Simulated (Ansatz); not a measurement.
Program: Ansatz. Geometries: PBE0-D4/def2-TZVP. ΔE: electronic, gas phase. CCSD(T)/CBS is the MP2 limit (def2-TZVPP, def2-QZVPP) plus CCSD(T) − MP2 in def2-TZVPP, frozen cores. This one scheme is used for every species. Each species was taken in one conformer, which may not be the lowest.

Consider the formal exchange of groups at a B–Si bond: `CB(F)[SiH2][AlH2]` + `C=O` → `CB(F)C=O` + `[AlH2][SiH3]`.

| species | MP2/CBS(def2) energy (Eh) |
| --- | --- |
| `CB(F)[SiH2][AlH2]` | -697.89051 |
| `C=O` | -114.36719 |
| `CB(F)C=O` | -278.24803 |
| `[AlH2][SiH3]` | -534.01073 |

Q: Work out ΔE.

A: ΔE = (-278.24803) + (-534.01073) − (-697.89051) − (-114.36719) = -0.00106 Eh = -2.8 kJ/mol. CCSD(T)/CBS gives -2.4 kJ/mol.

Largest T1 diagnostic among the species: 0.015.

From PBE to PBE0 (25 % exact exchange), in def2-TZVPP and without D4, ΔE moves by −3.6 kJ/mol. In def2-TZVPP, CCSD(T) changes the Hartree–Fock value by +12.4 kJ/mol (the triples alone add +2.3 kJ/mol) and MP2 by +12.1 kJ/mol. The D4 term adds +4.0 kJ/mol with B3LYP and +2.4 kJ/mol with PBE0; it sums over pairs of atoms, weighted by their polarisabilities, and B3LYP, whose exchange is more repulsive, gets the larger term.

B3LYP here is the variant with VWN-RPA as its local correlation; programs differ in this.
